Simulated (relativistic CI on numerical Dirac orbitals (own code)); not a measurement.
# Calculated levels, Ga26+

Computed by Dirac-Coulomb-Breit CI, orbitals from a KLI potential per configuration, model QED, unscaled Slater integrals (own radial code, finite nucleus).

Configuration list (outside the closed core 1s2): 2s²2p, 2s2p², 2p³, 2p²3s, 2p²3p, 2p²3d, 2s²3s, 2s²3p, 2s²3d, 2s2p3s, 2s2p3p, 2s2p3d, 2s²4s, 2s²4p, 2s²4d, 2s²4f. Levels of other configurations are missing.

```csv
No.,Configuration,Term,J,E (10³ cm⁻¹),%,Next component (%)
41,2s2p3p,⁴S,3/2,13095.4,39,35 ²P
42,2s2p3d,⁴D°,1/2,13100.4,80,11 ²P°
43,2s2p3s,²P°,3/2,13143.3,49,25 2s2p3d ²D°
44,2s2p3s,²P°,1/2,13148.6,95,2 2p²3p ²P°
45,2s2p3p,²D,5/2,13157.9,64,33 ⁴P
46,2s2p3s,²P°,3/2,13170.2,44,37 2s2p3d ²D°
47,2s2p3d,²F°,5/2,13174.9,57,22 ²D°
48,2s2p3p,²S,1/2,13185.1,74,17 ²P
49,2s2p3d,⁴F°,9/2,13255.5,100,
50,2s2p3d,⁴D°,7/2,13284.5,68,29 ⁴F°
51,2s2p3d,⁴D°,5/2,13291.5,55,19 ⁴P°
52,2s2p3d,⁴P°,3/2,13301.8,61,34 ⁴D°
53,2s2p3d,⁴P°,1/2,13306.2,90,9 ⁴D°
54,2s2p3d,²D°,5/2,13339.4,45,28 ²F°
55,2s2p3p,²P,1/2,13359.3,39,32 2p²3s ⁴P
56,2s2p3p,²D,3/2,13380.3,68,25 ²P
57,2s2p3d,²P°,3/2,13381.7,60,26 ²D°
58,2p²(3P)3s,⁴P,1/2,13385.5,37,36 2s2p3p ²P
59,2s2p3d,²F°,7/2,13417.1,95,4 ⁴D°
60,2s2p3p,²D,5/2,13427.8,88,4 2p²3s ²D
61,2s2p3d,²P°,1/2,13440.1,91,6 ⁴D°
62,2s2p3p,²P,3/2,13447.0,59,27 ²D
63,2s2p3p,²S,1/2,13498.2,75,11 ²P
64,2p²(3P)3s,⁴P,3/2,13541.9,92,3 2s2p3p ²P
65,2p²(3P)3p,⁴D°,1/2,13543.1,50,23 ²P°
66,2p²(3P)3s,²P,1/2,13611.9,71,15 ⁴P
67,2p²(3P)3s,⁴P,5/2,13612.7,64,31 ²D
68,2s2p3d,²F°,5/2,13632.7,83,8 ²D°
69,2s2p3d,²F°,7/2,13632.8,91,4 2p²3p ²F°
70,2p²(3P)3p,⁴D°,3/2,13638.0,40,20 ⁴P°
71,2s2p3d,²D°,3/2,13644.1,77,6 ²P°
72,2p²(1D)3s,²D,3/2,13667.9,48,41 ²P
73,2s2p3d,²D°,5/2,13670.7,85,11 ²F°
74,2s2p3d,²P°,1/2,13683.9,92,4 2p²3p ⁴D°
75,2s2p3d,²P°,3/2,13704.8,87,8 2p²3p ⁴D°
76,2p²(3P)3p,²S°,1/2,13707.5,36,31 ⁴P°
77,2p²(3P)3p,⁴D°,3/2,13742.9,35,33 ²D°
78,2p²(3P)3p,⁴D°,5/2,13783.7,73,14 ²F°
79,2p²(3P)3d,⁴F,3/2,13793.7,55,18 ²D
80,2p²(3P)3p,⁴P°,5/2,13800.6,46,36 ²D°
81,2p²(3P)3p,⁴P°,1/2,13811.6,52,24 ²S°
82,2p²(3P)3p,²D°,3/2,13835.4,53,29 ⁴P°
83,2p²(3P)3d,⁴F,5/2,13843.3,38,27 ⁴D
84,2p²(3P)3p,⁴D°,7/2,13861.2,64,33 ²F°
85,2p²(1D)3s,²D,5/2,13869.3,62,34 ⁴P
86,2p²(3P)3p,⁴S°,3/2,13892.0,57,28 ²P°
87,2p²(1D)3s,²D,3/2,13904.9,46,44 ²P
88,2p²(3P)3p,²P°,3/2,13913.0,62,25 ²D°
89,2p²(1D)3p,²F°,5/2,13935.7,35,29 ²D°
90,2p²(3P)3d,²P,3/2,13969.0,40,34 ⁴F
91,2p²(3P)3d,⁴F,5/2,13977.2,47,41 ²F
92,2p²(3P)3d,⁴F,7/2,13980.4,68,26 ⁴D
93,2p²(3P)3d,⁴D,1/2,13982.1,82,15 ²P
94,2p²(3P)3p,²P°,1/2,13994.6,74,15 ²S°
95,2p²(1D)3d,²F,7/2,14025.2,43,29 ⁴D
96,2p²(3P)3d,⁴D,3/2,14033.6,45,32 ²P
97,2p²(3P)3d,²F,5/2,14033.6,43,35 ⁴P
98,2p²(3P)3d,⁴F,9/2,14043.3,67,33 ²G
99,2p²(3P)3d,⁴D,5/2,14090.9,36,30 ²D
100,2p²(1D)3p,²D°,3/2,14103.8,43,27 ²P°
101,2p²(3P)3p,²D°,5/2,14107.7,51,28 ²F°
102,2p²(3P)3d,⁴P,3/2,14107.7,59,18 ²P
103,2p²(3P)3d,⁴P,1/2,14110.4,36,24 ²S
104,2p²(1D)3p,²F°,7/2,14121.9,64,35 ⁴D°
105,2p²(1D)3p,²D°,5/2,14126.9,72,12 ²F°
106,2p²(3P)3d,⁴P,1/2,14132.5,33,31 2p²3s ²S
107,2p²(1D)3p,²P°,1/2,14143.5,83,11 ²S°
108,2p²(1D)3d,²G,7/2,14144.0,41,36 ²F
109,2p²(3P)3d,²P,1/2,14157.6,57,27 2p²3s ²S
110,2p²(3P)3d,²D,5/2,14163.2,63,32 ²F
```

Energies count from the lowest computed level; ° marks odd parity. Percentages are summed over parent terms; the parents shown are those of the largest component, closed shells are left out there.

The mean weight of the leading LS term, summed over parents, in these 70 levels is 61 %, and that of the leading jj configuration (from the same eigenvectors) 77 %, so jj coupling describes them better and the LS labels are nominal.

At this charge energies of transitions that change n are usually good to better than 1 %, and those within a shell (Δn = 0) to a few per cent.

LS names give the leading component of a level, which can be under half, so a name can repeat, a term be missing and a line seem to break the LS rules.
